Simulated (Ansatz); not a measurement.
Job for Ansatz (an electronic-structure program): U-wB97X-V/def2-TZVPP on S2 (SMILES S=S), 2S+1 = 3, a spin state set in the input, which need not be the lowest, at the other state's geometry.

Ansatz 0.2 input:
```yaml
crystal:
  periodic: [false, false, false]
  atoms:
    - {symbol: S, position_ang: [-0.00000000, -0.00000000, -0.95219372]}
    - {symbol: S, position_ang: [0.00000000, 0.00000000, 0.95219372]}
basis:
  gaussian:
    orbitals: def2-TZVPP
hamiltonian:
  xc: {name: wB97X-V}
magnetization: {spin_polarized: true, initial_magnetization: 2}
```

Output:

```
WARN ansatz: RAYON_NUM_THREADS=2 ignored (pool sized by the plan → 2); use --threads N
Functional definition: wB97X-V
integrals: 0.03 GiB planned
582 factors; their error is unknown
integrals: 0.06 GiB planned
89 factors; integrals over basis functions are off by at most 5.4e-5 eV
mean field: 0.37 GiB planned
mean field evaluation 1: about -21667.2297 eV, gradient 4.8e0 eV
mean field evaluation 2: about -21667.3987 eV, gradient 2.5e0 eV
mean field evaluation 4: about -21667.4294 eV, gradient 1.8e-1 eV
mean field evaluation 8: about -21667.4422 eV, gradient 1.6e-3 eV
mean field -21667.44223236 eV, -796.2638153193 hartree, gradient 5.1e-5 eV, S^2 2.014254; 0 other end points of the search recorded, 0 dependent functions left out
reference -21667.44223149 eV, -796.2638152873 hartree; 17, 15 occupied and 67, 69 virtual orbitals, 582 factors
Total energy: -21667.44223149 eV, -796.2638152873 hartree
```

The calculation finished and met its thresholds.

Cost: very roughly 2.6 core-seconds.
